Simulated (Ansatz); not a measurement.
Gas-phase electronic energies from Ansatz, PBE0-D4/def2-TZVP geometries. CCSD(T)/CBS adds triple-zeta CCSD(T) − MP2 to the extrapolated MP2 energy (def2 sets, frozen cores). This one scheme is used for every species, atoms too. DFT in def2-TZVPP. No spin–orbit coupling; open shells (•) take unrestricted orbitals. Spin–orbit coupling would lower the free atoms: a little for C, F, Si.

Consider the atomization: `F[Si@H]1C[Si@H](F)C1` → 2 C• + 2 F• + 6 H• + 2 Si•.

Question: What is ΔE at CCSD(T)/CBS? (Best estimate.)

Answer: Computed: +1132.5 kcal/mol.

Question: What do these levels give: PBE0-D4, ωB97X-V, ωB97M-V, PBE, r2SCAN, HF/def2-TZVPP, MP2/def2-TZVPP, SCS-MP2/def2-TZVPP, CCSD/def2-TZVPP, MP2/def2-QZVPP, SCS-MP2/def2-QZVPP, MP2/CBS(def2)? (Estimate.)

Answer: The calculation gave: PBE0-D4 1127.0, ωB97X-V 1135.1, ωB97M-V 1133.7, PBE 1134.0, r2SCAN 1132.1, HF/def2-TZVPP 853.2, MP2/def2-TZVPP 1125.7, SCS-MP2/def2-TZVPP 1115.7, CCSD/def2-TZVPP 1087.1, MP2/def2-QZVPP 1144.2, SCS-MP2/def2-QZVPP 1135.9, MP2/CBS(def2) 1156.3 kcal/mol.

Largest T1 diagnostic among the species: 0.012.

From PBE to PBE0 (25 % exact exchange), in def2-TZVPP and without D4, ΔE moves by −13.0 kcal/mol: exact exchange takes away binding that semilocal exchange gives to molecules. In def2-TZVPP, CCSD(T) changes the Hartree–Fock value by +248.7 kcal/mol (the triples alone add +14.8 kcal/mol) and MP2 by +272.5 kcal/mol; breaking electron pairs costs correlation energy, which Hartree–Fock lacks.

For atomizations the MP2-based limit and the directly extrapolated one differ by several kJ/mol either way, and by 10 to 25 for some Ge, Se and Sn compounds, so smaller differences from it don't rank the levels.
